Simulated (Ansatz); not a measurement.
Consider the isomerisation: `C[Si]1([SiH3])BO1` → `OCB1[SiH2][SiH2]1`.

Computed with Ansatz on PBE0-D4/def2-TZVP structures; ΔE is electronic, products minus reactants. CCSD(T)/CBS is the MP2 limit (def2-TZVPP, def2-QZVPP) plus CCSD(T) − MP2 in def2-TZVPP, frozen cores. Functionals use def2-TZVPP. B3LYP here is the variant with VWN-RPA as its local correlation; programs differ in this. One conformer a species, not always the lowest.

Question: Is it downhill or uphill in electronic energy at CCSD(T)/CBS, and by how much? (Best estimate.)

Answer: Ansatz gave: Uphill: ΔE = +3.12 eV.

Question: What do these levels give: B3LYP-D4, B2PLYP, PBE0, B3LYP, SCS-MP2/def2-TZVPP, SCS-MP2/def2-QZVPP? (Best estimate.)

Answer: Computed: B3LYP-D4 3.14, B2PLYP 3.19, PBE0 2.96, B3LYP 3.15, SCS-MP2/def2-TZVPP 3.26, SCS-MP2/def2-QZVPP 3.28 eV.

Largest T1 diagnostic among the species: 0.016.

From PBE to PBE0 (25 % exact exchange), in def2-TZVPP and without D4, ΔE moves by +0.09 eV. In def2-TZVPP, CCSD(T) changes the Hartree–Fock value by −0.37 eV (the triples alone add −0.07 eV) and MP2 by −0.29 eV.
